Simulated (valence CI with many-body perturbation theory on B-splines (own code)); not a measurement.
# Ba XLIX: electric-dipole lines

Calculated by valence CI with perturbative core correlation (CI+MBPT): six valence electrons over a frozen Dirac-Fock core [He], radial functions for each j: 9 s, 9 p, 8 d, 6 f, 3 g, 1 h, with the one-electron correlation potential Σ1, the two-electron term Σ2, the three-electron term Σ3, Breit, model QED; selected CI, second order for the rest, scaled by the run's own slope (own B-spline code, finite nucleus).

The last digits are not significant, and no measured levels were compared; by estimate large intervals hold to a few tenths of a per cent, small ones and those within an open d or f shell to about a per cent. Among the levels kept, up to 2400 cm⁻¹ of a level comes from second order outside the variational space, and about a tenth of that is noise between levels of different J, which matters for small intervals.

Lines 201 to 226 of 226 in falling wavelength, among levels below 5536.4 eV, chosen from the strongest by gf and those to the six lowest levels. Wavelengths and rates use the calculated energies. Electric multipoles are in the length gauge with retardation, E1 and E2 with the static RPA response of the core. Weak lines are less certain than strong ones. Lines between different terms over intervals too small for the method are left out, as are lines whose strength nearly cancels. The highest levels of a list are the least certain.

Levels are named by their leading jj configuration (3d3/2^4 stands for four electrons in 3d with j = 3/2), which in mixed levels can hold well under half, so a name can repeat and another be missing. Letters in brackets count levels of one name in rising energy.

| λ vac (Å) | Upper | Lower | A (s⁻¹) | S (a.u.) with core polarisation | S without |
| --- | --- | --- | --- | --- | --- |
| 2.415 | (2s^2 2p1/2 2p3/2^2 3d5/2) J=1 | (2s^2 2p1/2 2p3/2^3) J=1 | 2.20e+14 | 4.59e-03 | 4.59e-03 |
| 2.413 | (2s^2 2p1/2^2 2p3/2 3d5/2) J=2 | (2s^2 2p1/2^2 2p3/2^2) J=2 | 3.09e+14 | 1.07e-02 | 1.07e-02 |
| 2.413 | (2s^2 2p1/2 2p3/2^2 3d3/2) J=2 [c] | (2s^2 2p1/2 2p3/2^3) J=1 | 7.87e+13 | 2.73e-03 | 2.73e-03 |
| 2.408 | (2s^2 2p1/2^2 2p3/2 3d5/2) J=3 | (2s^2 2p1/2^2 2p3/2^2) J=2 | 6.76e+14 | 3.26e-02 | 3.26e-02 |
| 2.404 | (2s^2 2p1/2^2 2p3/2 3d5/2) J=1 | (2s^2 2p1/2^2 2p3/2^2) J=2 | 3.17e+13 | 6.53e-04 | 6.53e-04 |
| 2.400 | (2s^2 2p1/2 2p3/2^2 3s) J=1 [a] | (2s^2 2p1/2^2 2p3/2^2) J=0 | 7.27e+11 | 1.49e-05 | 1.49e-05 |
| 2.385 | (2s^2 2p1/2 2p3/2^2 3s) J=2 [a] | (2s^2 2p1/2^2 2p3/2^2) J=2 | 4.58e+12 | 1.53e-04 | 1.53e-04 |
| 2.382 | (2s^2 2p1/2 2p3/2^2 3s) J=1 [a] | (2s^2 2p1/2^2 2p3/2^2) J=2 | 1.43e+13 | 2.86e-04 | 2.85e-04 |
| 2.377 | (2s^2 2p1/2 2p3/2^2 3s) J=1 [b] | (2s^2 2p1/2^2 2p3/2^2) J=0 | 9.85e+12 | 1.96e-04 | 1.95e-04 |
| 2.375 | (2s^2 2p1/2 2p3/2^2 3s) J=3 | (2s^2 2p1/2^2 2p3/2^2) J=2 | 3.97e+12 | 1.84e-04 | 1.83e-04 |
| 2.373 | (2s^2 2p1/2 2p3/2^2 3s) J=2 [b] | (2s^2 2p1/2^2 2p3/2^2) J=2 | 5.05e+12 | 1.66e-04 | 1.66e-04 |
| 2.359 | (2s^2 2p1/2 2p3/2^2 3s) J=1 [b] | (2s^2 2p1/2^2 2p3/2^2) J=2 | 3.96e+11 | 7.70e-06 | 7.70e-06 |
| 2.279 | (2s^2 2p1/2 2p3/2^2 3d3/2) J=1 [a] | (2s^2 2p1/2^2 2p3/2^2) J=0 | 5.56e+12 | 9.74e-05 | 9.75e-05 |
| 2.264 | (2s^2 2p1/2 2p3/2^2 3d3/2) J=1 [b] | (2s^2 2p1/2^2 2p3/2^2) J=0 | 1.46e+12 | 2.51e-05 | 2.51e-05 |
| 2.262 | (2s^2 2p1/2 2p3/2^2 3d3/2) J=1 [a] | (2s^2 2p1/2^2 2p3/2^2) J=2 | 3.10e+13 | 5.31e-04 | 5.32e-04 |
| 2.262 | (2s^2 2p1/2 2p3/2^2 3d3/2) J=2 [a] | (2s^2 2p1/2^2 2p3/2^2) J=2 | 5.44e+13 | 1.55e-03 | 1.56e-03 |
| 2.260 | (2s^2 2p1/2 2p3/2^2 3d5/2) J=1 | (2s^2 2p1/2^2 2p3/2^2) J=0 | 2.52e+13 | 4.30e-04 | 4.30e-04 |
| 2.259 | (2s^2 2p1/2 2p3/2^2 3d3/2) J=3 [a] | (2s^2 2p1/2^2 2p3/2^2) J=2 | 1.46e+14 | 5.83e-03 | 5.83e-03 |
| 2.251 | (2s^2 2p1/2 2p3/2^2 3d3/2) J=3 [b] | (2s^2 2p1/2^2 2p3/2^2) J=2 | 4.65e+14 | 1.83e-02 | 1.83e-02 |
| 2.251 | (2s^2 2p1/2 2p3/2^2 3d3/2) J=2 [b] | (2s^2 2p1/2^2 2p3/2^2) J=2 | 4.16e+14 | 1.17e-02 | 1.17e-02 |
| 2.251 | (2s^2 2p1/2 2p3/2^2 3d5/2) J=3 | (2s^2 2p1/2^2 2p3/2^2) J=2 | 7.90e+12 | 3.11e-04 | 3.11e-04 |
| 2.248 | (2s^2 2p1/2 2p3/2^2 3d3/2) J=1 [b] | (2s^2 2p1/2^2 2p3/2^2) J=2 | 4.09e+14 | 6.89e-03 | 6.89e-03 |
| 2.247 | (2s 2p1/2^2 2p3/2^2 3p1/2) J=2 | (2s^2 2p1/2^2 2p3/2^2) J=2 | 6.95e+13 | 1.95e-03 | 1.95e-03 |
| 2.245 | (2s 2p1/2^2 2p3/2^2 3p1/2) J=3 | (2s^2 2p1/2^2 2p3/2^2) J=2 | 3.75e+13 | 1.46e-03 | 1.47e-03 |
| 2.243 | (2s^2 2p1/2 2p3/2^2 3d5/2) J=1 | (2s^2 2p1/2^2 2p3/2^2) J=2 | 1.27e+14 | 2.12e-03 | 2.13e-03 |
| 2.241 | (2s^2 2p1/2 2p3/2^2 3d3/2) J=2 [c] | (2s^2 2p1/2^2 2p3/2^2) J=2 | 6.41e+13 | 1.78e-03 | 1.78e-03 |
